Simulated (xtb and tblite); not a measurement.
Internal rotation in SMILES COC(=O)c1cccc([SiH3])c1, singlet. Scanned: dihedral C1–O2–C3–O4 and dihedral O2–C3–C5–C6; all other coordinates were relaxed at GFN2-xTB. Points at φ and −φ are mirror images. Heavy atoms are numbered in the order of the SMILES COC(=O)c1cccc([SiH3])c1, hydrogens after them in the order of the atoms that carry them; the mirror image has the same energies with the sign of each dihedral reversed.

Calculation: xtb and tblite with GFN2-xTB.

Energy in kcal/mol above the lowest grid point; x is the dihedral C1–O2–C3–O4 (°), y the dihedral O2–C3–C5–C6 (°).

```
y \ x  -150  -120   -90   -60  -30    0   30    60    90   120   150   180
-----  ----  ----  ----  ----  ---  ---  ---  ----  ----  ----  ----  ----
180    12.8  13.5  13.4   9.2  2.9  0.0  2.9   9.2  13.4  13.5  12.8  13.1
150    13.6  16.5  15.1   9.7  3.3  0.7  3.8  10.3  14.0  12.3   9.8  10.2
120    11.5  16.4  17.4  11.8  5.1  2.5  5.7  12.5  16.3  13.9   9.9   8.6
90     10.7  15.5  17.9  13.4  6.6  3.6  6.5  13.4  17.9  15.5  10.8   8.5
60      9.9  13.8  16.4  12.5  5.7  2.4  5.0  11.7  17.4  16.4  11.7   8.8
30     10.2  12.3  14.0  10.3  3.8  0.6  3.2   9.6  15.2  16.5  13.7  10.7
0      13.2  13.9  13.4   9.2  2.9  0.0  2.9   9.2  13.4  13.9  13.2  13.0
-30    13.7  16.5  15.2   9.6  3.2  0.6  3.8  10.3  14.0  12.3  10.2  10.7
-60    11.7  16.4  17.4  11.7  5.0  2.4  5.7  12.5  16.4  13.8   9.9   8.8
-90    10.8  15.5  17.9  13.4  6.5  3.6  6.6  13.4  17.9  15.5  10.7   8.5
-120    9.9  13.9  16.3  12.5  5.7  2.5  5.1  11.8  17.4  16.4  11.5   8.6
-150    9.8  12.3  14.0  10.3  3.8  0.7  3.3   9.7  15.1  16.5  13.6  10.2
```

Points that lie below all their neighbours on the grid: x = 0, y = 0 (0.0 kcal/mol); x = 0, y = 180 (0.0 kcal/mol); x = 180, y = -90 (8.5 kcal/mol); x = 180, y = 90 (8.5 kcal/mol). The lowest path on the grid from the first to the second passes x = 0, y = -90 at 3.6 kcal/mol.
